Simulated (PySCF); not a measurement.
## Electronic absorption of C2H8OSi2

Species: C2H8OSi2.
Cartesian coordinates in Å at the PBE0-D3(BJ)/def2-SVP level; atoms count from 1:
```xyz
13
C2H8OSi2 angstrom
C     -1.0339   -0.4946    0.1084
C      0.1783   -1.3664   -0.2903
Si     1.7310   -0.3821    0.1765
O      1.1386    1.1847    0.0363
Si    -0.5239    1.3102   -0.1785
H     -1.9519   -0.7825   -0.4288
H     -1.2505   -0.6126    1.1845
H      0.1961   -1.5163   -1.3840
H      0.1402   -2.3701    0.1627
H      2.8808   -0.5933   -0.7497
H      2.1825   -0.6374    1.5784
H     -1.1098    2.2643    0.8070
H     -0.8284    1.7908   -1.5606
```

Computed, not measured: PySCF 2.14.0, density-fitted response routines, TDDFT B3LYP/def2-SVPD, vertical, gas phase, core orbitals frozen in the response.

```tsv
state	E (eV)	E (kJ/mol)	λ (nm)	f	|μ| (D)	symmetry	main configurations (H = HOMO, L = LUMO)
S1	6.88	663	180.3	0.0005	0.14	–	H→L (96%)
S2	7.20	694	172.3	0.0033	0.35	B	H-1→L (74%), H→L+1 (22%)
S3	7.26	701	170.8	0.0044	0.40	B	H→L+1 (75%), H-1→L (22%)
S4	7.37	712	168.1	0.0048	0.41	A	H-2→L (77%), H→L+2 (20%)
S5	7.55	728	164.2	0.019	0.81	A	H→L+2 (73%), H-2→L (18%)
S6	7.59	733	163.3	0.048	1.29	B	H-1→L+1 (96%)
```

The lowest singlet lies at 6.88 eV (180 nm, vacuum ultraviolet) and is very weak; its leading configuration is HOMO→LUMO (96%). The strongest level in the table is S6 at 7.59 eV (163 nm, f = 0.048). It is the last of those listed, so stronger ones may follow. Löwdin shares by element: HOMO carbon 28%, oxygen 21%, silicon 13% or more (atoms not listed hold the other 39%); LUMO silicon 44%, oxygen 14%, hydrogen 7% or more (atoms not listed hold the other 36%). Of the 6 states listed, 2 reach f = 0.01 and none stays under 0.0005. Weighted by f, the mean energy of these states is 7.53 eV. Orbital energies (eV): HOMO-3 -9.14, HOMO-2 -8.53, HOMO-1 -8.33, HOMO -8.01, LUMO -0.06, LUMO+1 0.15, LUMO+2 0.45. Symmetry labels in C2 follow from the direction of the transition dipole and are given only for states with f of 0.002 or more. Only the lowest 6 singlets were computed, as vertical energies without vibronic structure.

One conformer stands for the species.
